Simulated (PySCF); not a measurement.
Orbital picture of SbH⁺

PBE0 at R = 1.717 Å; Sb cc-pVTZ-PP with ECP28, H cc-pVTZ; scalar-relativistic core potentials (PySCF 2.14). State: ²Π (doublet), unpaired electrons π ↑. Only the outer orbitals are listed, counted within each symmetry, core potentials removing the inner ones.

| spin | orbital | occ. | ε (eV) | on Sb (%) | main shells (%) |
| --- | --- | --- | --- | --- | --- |
| α | 1δ | 1 | -44.82 | 100 | 100 Sb d |
| α | 1δ | 1 | -44.74 | 100 | 100 Sb d |
| α | 2π | 1 | -44.60 | 100 | 100 Sb d |
| α | 3σ | 1 | -44.28 | 100 | 100 Sb d |
| α | 2π | 1 | -44.25 | 100 | 100 Sb d |
| α | 4σ | 1 | -23.04 | 90 | 89 Sb s, 9 H s |
| α | 5σ | 1 | -15.83 | 65 | 54 Sb p, 34 H s, 9 Sb s |
| α | 3π | 1 | -13.49 | 100 | 100 Sb p |
| α | 3π | 0 | -11.34 | 99 | 99 Sb p |
| α | 6σ | 0 | -6.07 | 57 | 44 Sb p, 42 H s, 14 Sb d |
| α | 7σ | 0 | -3.06 | 104 | 93 Sb s, 9 Sb d |
| β | 1δ | 1 | -44.75 | 100 | 100 Sb d |
| β | 2π | 1 | -44.57 | 100 | 100 Sb d |
| β | 1δ | 1 | -44.57 | 100 | 100 Sb d |
| β | 3σ | 1 | -44.12 | 100 | 100 Sb d |
| β | 2π | 1 | -44.08 | 100 | 100 Sb d |
| β | 4σ | 1 | -22.12 | 88 | 85 Sb s, 12 H s |
| β | 5σ | 1 | -15.58 | 64 | 51 Sb p, 35 H s, 12 Sb s |
| β | 3π | 0 | -10.93 | 99 | 99 Sb p |
| β | 3π | 0 | -9.91 | 99 | 99 Sb p |
| β | 6σ | 0 | -5.80 | 59 | 46 Sb p, 41 H s, 12 Sb d |

Task: Which are the highest filled and the lowest empty level, where do they sit, and how wide is the gap?

Result: Highest filled α 3π at -13.49 eV (in %: 100 Sb p); lowest empty α 3π at -11.34 eV (in %: 99 Sb p); the gap at PBE0 is 2.15 eV. Both belong to one degenerate shell, split only by its one-sided filling, so this is no excitation gap.

```json
{"bond order (Mayer)": "0.98", "⟨S²⟩": "0.754", "charge on Sb (Mulliken, basis-dependent)": "0.93", "charge on Sb (Löwdin, basis-dependent)": "1.13", "dipole moment (positive dipole points towards H; it is taken about the centre of mass and depends on that origin)": "0.39 D", "polarisability along the bond": "33.1 bohr³", "polarisability across the bond": "24.0 bohr³"}
```

Shares are Mulliken populations and can fall outside 0 to 100 %.

Spin–orbit coupling is left out. The state was picked by a PBE0 search and need not be the measured ground state.
